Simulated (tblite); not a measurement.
Task: What does the GFN2-xTB structure of `FC(F)([Si@H]1[C@@H](C=CC1)F)F` look like in three dimensions?

Result: 
Z-matrix in Å and degrees, rows numbered from 1:
```
F 
C   1  1.3922
C   2  1.5023  1  109.92
C   3  1.3220  2  118.61  1  -120.90
C   4  1.5044  3  119.90  2    -0.26
Si  5  1.9053  4  103.89  3     2.68
C   6  1.9540  2  110.39  1  -126.69
F   7  1.3479  6  112.12  2  -168.85
F   7  1.3452  6  113.04  2    71.24
F   7  1.3488  6  112.66  2   -49.28
H   2  1.0967  1  104.90  3   119.36
H   3  1.0782  2  117.95  1    57.79
H   4  1.0792  3  122.16  2  -179.64
H   5  1.0907  4  109.60  3   124.43
H   5  1.0925  4  109.77  3  -119.22
H   6  1.4578  2  115.07  1    -5.74
```

Si6 (SiH silicon) has angles from 93.5° to 121.1°. The 3 C–Si bonds span 1.905 Å (C5–Si6, drawn single) to 1.954 Å (Si6–C7, drawn single), a spread of 0.049 Å. The 4 C–F bonds span 1.345 Å (C7–F9, drawn single) to 1.392 Å (F1–C2, drawn single), a spread of 0.047 Å. The 3 C–C bonds span 1.322 Å (C3=C4, drawn double) to 1.504 Å (C4–C5, drawn single), a spread of 0.182 Å.

Structure optimised with GFN2-xTB, isolated species.

Point group: C1 (no symmetry element, even within 0.4 Å). Its lowest GFN2-xTB frequency is 11 cm⁻¹, too small to tell a flat minimum from a shallow saddle.

Time: 0.57 s. Hardware: an Arm Neoverse N1 with one thread, shared host. That covers the optimisation of the geometry.

The numbers are calculated, not measured.
